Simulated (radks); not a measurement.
Q: The mean radii <r> (bohr) of the occupied orbitals of an atom or ion are listed with their occupations. Method: Dirac Kohn-Sham, PBE, spin-unpolarised, spherical densities, point nucleus; computed with a radial shooting solver on a logarithmic mesh with Libxc functionals.

orbital      occ.      <r>
1s1/2           2  0.02557
2s1/2           2   0.1077
2p1/2           2  0.09048
2p3/2           4  0.09621
3s1/2           2   0.2616
3p1/2    0.666667   0.2480
3p3/2     1.33333   0.2565

Name the element and its charge. Open shells, if any, are shared by 2j + 1.

A: Z = 56, barium, charge +42: Ba42+ in [Ne] 3s2 3p2. The 1s radius gives Z: for a bare nucleus <r> = (2 gamma + 1)/(2Z) with gamma = sqrt(1 - (Z/c)^2), 0.02523 bohr for Z = 56, and screening makes it slightly larger (0.02557 here). The occupations add up to 14, and the charge is Z minus that.
